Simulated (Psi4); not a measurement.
# InICl2 (SMILES [Cl][In]([Cl])[I]): entropy by statistical mechanics

A singlet with charge 0, relaxed at PBE0-D4/def2-TZVP (density fitting, core potential) (Psi4 1.11):

```xyz
4

Cl   -1.7440   -1.1402    0.9932
In    0.0328   -0.0556    0.0119
Cl    2.1292   -0.7393    0.6705
I    -0.3102    1.8462   -1.7516
```

Harmonic wavenumbers in cm⁻¹: 74, 91, 94, 207, 371, 392.

Masses in u: Cl 35.45, In 114.818, I 126.904. Take T = 298.15 K, p = 1 bar, R = 8.3145 J/(mol K), kT/hc = 207.22 cm⁻¹, rigid rotor and harmonic oscillator.

Problem. Compute the standard molar entropy.

Solution. 
1. Translation (Sackur–Tetrode): S = R[3/2 ln M + 5/2 ln T − 1.1517] with M = 312.622 gives 180.5 J/(mol K).
2. Rotation: principal moments 270.599, 780.284, 1050.883 u Å² give A, B, C = 0.0623, 0.0216, 0.016 cm⁻¹; the symmetry number is σ = 2; q = (√π/σ)√((kT/hc)³/ABC) = 569720; S = R(ln q + 3/2) = 122.7.
3. Vibration: with u = ν̃/207.22, each mode gives R[u/(eᵘ − 1) − ln(1 − e⁻ᵘ)]; the sum is 64.4, most from 74 cm⁻¹ (16.9), 91 cm⁻¹ (15.2), 94 cm⁻¹ (15.0).
4. Spin: R ln 1 = 0.0.
5. Sum: 180.5 + 122.7 + 64.4 + 0.0 = 367.6 J/(mol K).

No measured value is set beside it here.
